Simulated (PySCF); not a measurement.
Computed shifts of a molecule C6H6O, PBE0/pcSseg-1 (PySCF), GIAO, gas phase, equivalent atoms averaged, in ppm (number of nuclei): ¹³C: 224.6 (1), 150.0 (1), 138.6 (1), 138.0 (1), 100.5 (1), 83.8 (1). ¹H: 6.78 (1), 6.54 (1), 6.50 (2), 5.53 (2). References: ¹³C against TMS (σ = 186.3 ppm); ¹⁷O against H2O (σ = 334.2 ppm); ¹H against TMS (σ = 31.56 ppm), references at their B3LYP-D3(BJ)/def2-TZVP geometries, non-relativistic. The structure is a stationary point at PBE-D3(BJ)/def2-SVP. Other conformers were not sampled.

Problem. Which molecule gave these data?
(A) C=C=C1C=CCO1
(B) O=C1C=CCC=C1
(C) C#CC1=C[C@@H](C)O1
(D) C=C1C=CC=CO1

Solution. A, C=C=C1C=CCO1
